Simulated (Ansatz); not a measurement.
A cut through the energy surface

CH$_{3}$NOSi (SMILES O=C=N[SiH3]), closed shell, at its PBE0-D4/def2-TZVP minimum:

```json
{"atom": "O1", "x (Å)": "1.1589", "y (Å)": "-2.4161", "z (Å)": "1.4292"}
{"atom": "C2", "x (Å)": "0.7166", "y (Å)": "-1.4908", "z (Å)": "0.8764"}
{"atom": "N3", "x (Å)": "0.2647", "y (Å)": "-0.5455", "z (Å)": "0.3114"}
{"atom": "Si4", "x (Å)": "-0.3831", "y (Å)": "0.8101", "z (Å)": "-0.4954"}
{"atom": "H5", "x (Å)": "0.7284", "y (Å)": "1.5984", "z (Å)": "-1.0772"}
{"atom": "H6", "x (Å)": "-1.1347", "y (Å)": "1.6347", "z (Å)": "0.4794"}
{"atom": "H7", "x (Å)": "-1.2895", "y (Å)": "0.3411", "z (Å)": "-1.5695"}
```

The angle H7–Si4–H6 (110.0° at the minimum) is set to the values below, H7, with anything bonded beyond it, turning rigidly in the plane of the angle. Each method's energies count from its own value at the PBE0-D4 minimum structure. 1 of 9 computed points, where the reference changed state or T1 grew large, are left out. Ansatz 0.2.0; basis: def2-TZVPP; cores frozen in the correlated methods. B3LYP uses VWN-RPA correlation.

CCSD(T) energies along the scan:
```
angle (°)  CCSD(T) (eV)
     86.0         0.430
     92.0         0.240
     98.0         0.105
    110.0         0.000
    116.0         0.026
    122.0         0.103
    128.0         0.230
    134.0         0.407
```
They count from the CCSD(T) energy at the PBE0-D4 minimum.

Largest difference from the CCSD(T) curve over the scan: B3LYP-D4 0.012; wB97M-V 0.013; HF 0.060; MP2 0.013 eV. Each curve counts from its own value at the minimum.

No T1 diagnostic of these runs exceeds 0.016.

For scale, one of the runs: CCSD(T)/def2-TZVPP, 177 basis functions (an equivalent command: `ansatz run in.yaml --threads 2`). Hardware: 2 CPU threads, shared host. Wall time 82 s; peak host memory 1.6 GiB.
